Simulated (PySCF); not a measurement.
## Radial density of Mn (manganese, neutral)

UHF, [Ar] 3d7, high-spin 4F determinant (an excited configuration). Calculation: PySCF 2.14, in x2c-QZVPPall (11s7p5d4f2g, 103 functions); the spin-free X2C one-electron Hamiltonian (Gaussian nucleus).

| r (bohr) | 4πr²ρ (e/bohr) | 4πr²(ρα − ρβ) |
| --- | --- | --- |
| 0.000820 | 0.1231 | 0.0000 |
| 0.00138 | 0.3188 | 0.0000 |
| 0.00232 | 0.8105 | -0.0001 |
| 0.00390 | 2.004 | -0.0002 |
| 0.00656 | 4.719 | -0.0005 |
| 0.0110 | 10.21 | -0.0011 |
| 0.0186 | 19.14 | -0.0020 |
| 0.0312 | 28.22 | -0.0028 |
| 0.0525 | 28.93 | -0.0027 |
| 0.0884 | 23.09 | 0.0014 |
| 0.149 | 29.64 | 0.0564 |
| 0.250 | 29.32 | 0.4281 |
| 0.421 | 12.16 | 1.6179 |
| 0.707 | 15.05 | 2.9342 |
| 1.19 | 8.536 | 2.1686 |
| 2.00 | 1.816 | 0.5639 |
| 3.37 | 0.3856 | -0.0947 |
| 5.66 | 0.09545 | -0.0854 |
| 9.52 | 0.001319 | -0.0013 |

Densities and radii are taken from the X2C orbitals without a picture-change correction, which distorts them close to the nucleus.

⟨S²⟩ = 4.11 against 3.75 shows spin contamination.

(1) Where is the radial spin density 4πr²(ρα − ρβ) most negative, and why is it negative at all?

## Answers

(1) Around r = 3.37 bohr, down to -0.0947 e/bohr: exchange with the open shell polarises the paired shells in an unrestricted calculation.
